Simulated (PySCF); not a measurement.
# C6H8N: g tensor and hyperfine couplings

Species: C6H8N (doublet state).
Structure used (GFN2-xTB), in Å, numbered top down from 1:
```
atom  x, y, z in Å
C1    -1.7404   -0.9575    0.8751
C2    -1.3172    0.3258    0.7900
C3    -0.3110    0.8039   -0.0708
C4     0.0243    2.1498   -0.0156
N5     0.3095    3.2684    0.0174
C6     0.4720   -0.0579   -1.0106
C7     1.6558   -0.7125   -0.2860
H8    -2.5135   -1.2382    1.5675
H9    -1.3308   -1.7429    0.2646
H10   -1.7786    1.0656    1.4336
H11   -0.1726   -0.8335   -1.4285
H12    0.8549    0.5532   -1.8313
H13    2.3229    0.0494    0.1106
H14    2.2153   -1.3379   -0.9775
H15    1.3050   -1.3276    0.5396
```

The hyperfine couplings belong to this conformer and change with its torsions.

The species is `[CH2]/C=C(/C#N)CC` [radical].

Computed with UKS B3LYP, pcH-1 on C H N, non-relativistic, mean-field spin-orbit, GIAO in PySCF. The structure is a single GFN2-xTB conformer in the gas phase; no vibrational or solvent corrections. Couplings are sensitive to structure, and on GFN2-xTB geometries they can be far from those on DFT ones. Stability of the SCF solution: not tested. ⟨S²⟩ is 0.779 where a pure state has 0.75.

- g1, g2, g3: 2.00221, 2.00307, 2.00324
- g_iso: 2.00284
- Form of g: rhombic: the two nearest values differ by 16 % of g3 − g1
- ⟨S²⟩: 0.7789 (exact 0.7500)
- HOMO–LUMO gap, α and β orbitals: 5.82, 4.94 eV
- Total energy: -288.16735 Eh

Hyperfine couplings atom by atom, in MHz; T1 to T3 are the principal values of the dipolar part:

```csv
atom,isotope,a_iso,T1,T2,T3,Mulliken spin population
C1,13C,42.9,-41.0,-39.4,80.4,0.54
C2,13C,-43.8,-26.7,10.7,16.1,-0.24
C3,13C,56.6,-50.1,-48.8,98.9,0.61
C4,13C,-44.4,-14.6,-1.1,15.6,-0.15
N5,14N,6.3,-13.0,-10.0,22.9,0.27
C6,13C,-19.0,-1.1,0.1,1.0,-0.04
C7,13C,33.7,-3.5,-3.2,6.6,0.03
H8,1H,-33.8,-19.8,-0.6,20.4,-0.02
H9,1H,-32.2,-17.0,-1.4,18.3,-0.02
H10,1H,11.2,-4.5,-2.2,6.6,0.01
H11,1H,21.7,-3.5,-1.1,4.5,0.01
H12,1H,16.6,-2.9,-2.3,5.2,0.01
H13,1H,-1.7,-3.1,-1.3,4.4,0.00
H14,1H,7.8,-2.0,-1.2,3.2,0.00
H15,1H,-2.4,-3.5,0.1,3.3,0.00
```

The Mulliken spin populations are largest on C3 (+0.61), C1 (+0.54), N5 (+0.27) and C2 (-0.24). Three atoms exceed +0.15. The positive populations add up to 1.48 and the negative ones to -0.48, together 2S = 1. The angles at C3 add up to 359.9°, so it is planar.

C1, the radical centre as drawn in `[CH2]/C=C(/C#N)CC`, holds a spin population of +0.54 out of 1.

Axes: g2 points within 13° of the C3–C4 bond and g3 points within 11° of the C1–H8 bond.

Under fast tumbling the dipolar parts average out, and these isotropic splittings remain: 1 × 1H (H8, I = 1/2, 2 lines) with 1.21 mT, 1 × 1H (H9, I = 1/2, 2 lines) with 1.15 mT, 2 × 1H (H11/H12, I = 1/2, 3 lines) with 0.68 mT, 1 × 1H (H10, I = 1/2, 2 lines) with 0.40 mT, 1 × 14N (N5, I = 1, 3 lines) with 0.23 mT and 3 × 1H (H13/H14/H15, I = 1/2, 4 lines) with 0.04 mT.

Class means assume fast exchange of nuclei equivalent by connectivity; if that motion is slow, each nucleus keeps its own coupling. H8 and H9 aren't averaged: C1 is flat or nearly so (angle sum 360°), and its turn about the short C1–C2 bond (1.35 Å) is taken as slow. The three 1H nuclei of mean +1.3 MHz run from -2.4 to 7.8 MHz in the frozen geometry. The 1H value of +19.1 MHz is a mean of couplings from 16.6 to 21.7 MHz in this one geometry, not an average over conformers.

The 13C coupling of C3 (56.6 MHz) shows only in satellite lines or after enrichment, since that isotope makes up about 1.07 % of natural carbon.

β density exceeds α density at some nuclei, such as C4 (-0.0395), C2 (-0.0389) and C6 (-0.0169), spin density in bohr⁻³. In a single determinant that takes different orbitals for the two spins, that is spin polarisation.
